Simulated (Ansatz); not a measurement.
Frontier orbitals of C$_{2}$H$_{10}$AlFOSi (`[CH3][Al-]([CH3])([F])[OH+][SiH3]`).

| atom | x (Å) | y (Å) | z (Å) |
| --- | --- | --- | --- |
| C1 | -0.094 | -1.152 | -1.961 |
| Al2 | -0.081 | 0.300 | -0.652 |
| C3 | 1.180 | 1.789 | -0.766 |
| F4 | -1.601 | 0.684 | 0.021 |
| O5 | 0.264 | -0.553 | 1.082 |
| Si6 | -0.991 | -0.484 | 2.246 |
| H7 | -0.391 | -0.793 | -2.952 |
| H8 | -0.791 | -1.950 | -1.689 |
| H9 | 0.896 | -1.606 | -2.083 |
| H10 | 1.118 | 2.453 | 0.102 |
| H11 | 0.992 | 2.405 | -1.652 |
| H12 | 2.217 | 1.446 | -0.845 |
| H13 | 1.072 | -1.005 | 1.335 |
| H14 | -1.249 | 0.909 | 2.648 |
| H15 | -0.368 | -1.215 | 3.384 |
| H16 | -2.172 | -1.229 | 1.781 |

The species carries charge 0 and has multiplicity 1. Geometry: relaxed with PBE0-D4/def2-TZVP. It is one conformer, not always the lowest. Basis def2-TZVPP, Ansatz 0.2.0.

```json
{"functional": "LDA (SPW92)", "HOMO (eV)": "-6.01", "LUMO (eV)": "-1.73", "gap (eV)": "4.28"}
{"functional": "PBE", "HOMO (eV)": "-5.88", "LUMO (eV)": "-1.51", "gap (eV)": "4.37"}
{"functional": "B97M-V", "HOMO (eV)": "-6.23", "LUMO (eV)": "-1.36", "gap (eV)": "4.87"}
{"functional": "PBE0", "HOMO (eV)": "-7.16", "LUMO (eV)": "-0.64", "gap (eV)": "6.52"}
{"functional": "r2SCANh", "HOMO (eV)": "-6.62", "LUMO (eV)": "-0.75", "gap (eV)": "5.87"}
{"functional": "ωB97M-V", "HOMO (eV)": "-9.40", "LUMO (eV)": "0.94", "gap (eV)": "10.34"}
```

(1) What is the vertical ionisation energy at frozen-core CCSD(T)/CBS(def2)? (An estimate is asked.)

## Answers

(1) Ansatz gave: 9.60 eV (T1 of the cation 0.016).

Against PBE, PBE0 changes HOMO and LUMO by −1.28 and +0.87 eV, ωB97M-V by −3.53 and +2.45 eV. A gap of 4.37 eV thus becomes 10.34 eV for the same molecule, so an orbital gap means little without its functional. A positive LUMO is unbound and depends on the basis. −ε(HOMO) differs from that ionisation energy by −3.73 eV with PBE and −0.20 eV with ωB97M-V.
